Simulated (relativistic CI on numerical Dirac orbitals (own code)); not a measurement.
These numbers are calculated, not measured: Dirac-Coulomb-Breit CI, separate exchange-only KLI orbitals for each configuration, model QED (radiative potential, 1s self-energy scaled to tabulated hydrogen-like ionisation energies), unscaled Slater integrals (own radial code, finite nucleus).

The strongest absorption lines from the ground level of an ion, among the configurations computed and to levels below about 386 eV (vacuum wavelength in Å, gf): 68.180 (0.24), 68.802 (0.12), 71.391 (0.42), 72.251 (0.92), 72.651 (1.1), 75.906 (0.33), 93.097 (0.19), 97.961 (0.16).

**Question.** Which ion is it?
A. Cd33+
B. Mo27+
C. Rh30+
D. Rh32+

**Answer.** C. Rh30+ has 15 electrons and the ground level 3s²3p³ ⁴S°3/2; the strongest line goes to 3s3p⁴ ²P3/2. The pattern of lines fixes the number of electrons, and along that sequence the line energies rise steadily with the charge (about as its square where n changes within one kind of shell, about linearly where n is kept but much faster in heavy ions where fine structure, which grows about as Z⁴, sets the gap, and irregularly where shells cross), which fixes Z. Configurations outside the model, such as inner-shell arrays, can give stronger lines. At this charge energies of transitions that change n are usually good to better than 1 %, and those within a shell (Δn = 0) to a few per cent.

LS names give the leading component of a level, which can be under half, so a name can repeat, a term be missing and a line seem to break the LS rules.
